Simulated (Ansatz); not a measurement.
One change: `CO[SiH](O)[SiH3]` becomes `CO[SiH](O)[SiH2]O`.

Ansatz, PBE0-D4/def2-TZVP geometries, multiplicity 1. Each molecule was computed in one conformer, which needn't be the lowest.

| property | `CO[SiH](O)[SiH3]` |
| --- | --- |
| size of the dipole moment (ωB97M-V/def2-TZVPP) / D | 1.18 |
| LUMO energy (PBE0/def2-TZVPP) / eV | -0.09 |
| HOMO–LUMO gap (PBE/def2-TZVPP) / eV | 5.73 |
| HOMO energy (ωB97M-V/def2-TZVPP) / eV | -9.96 |
| LUMO energy (ωB97M-V/def2-TZVPP) / eV | 1.58 |
| HOMO–LUMO gap (ωB97M-V/def2-TZVPP) / eV | 11.55 |

Q: What does the change do to each property? (Best estimate.)

A: Ansatz gave: 
```json
{"property": "size of the dipole moment (ωB97M-V/def2-TZVPP) / D", "`CO[SiH](O)[SiH2]O`": "1.11", "shift": "-0.07"}
{"property": "LUMO energy (PBE0/def2-TZVPP) / eV", "`CO[SiH](O)[SiH2]O`": "-0.47", "shift": "-0.38"}
{"property": "HOMO–LUMO gap (PBE/def2-TZVPP) / eV", "`CO[SiH](O)[SiH2]O`": "4.75", "shift": "-0.98"}
{"property": "HOMO energy (ωB97M-V/def2-TZVPP) / eV", "`CO[SiH](O)[SiH2]O`": "-9.52", "shift": "0.44"}
{"property": "LUMO energy (ωB97M-V/def2-TZVPP) / eV", "`CO[SiH](O)[SiH2]O`": "1.19", "shift": "-0.39"}
{"property": "HOMO–LUMO gap (ωB97M-V/def2-TZVPP) / eV", "`CO[SiH](O)[SiH2]O`": "10.71", "shift": "-0.84"}
```

With PBE0 the HOMO rises by 0.50 eV and the LUMO falls by 0.38 eV, so the gap narrows by about 0.88 eV. PBE moves the HOMO by 0.57 eV and ωB97M-V by 0.44 eV. Dipoles are sizes alone; their direction can turn.
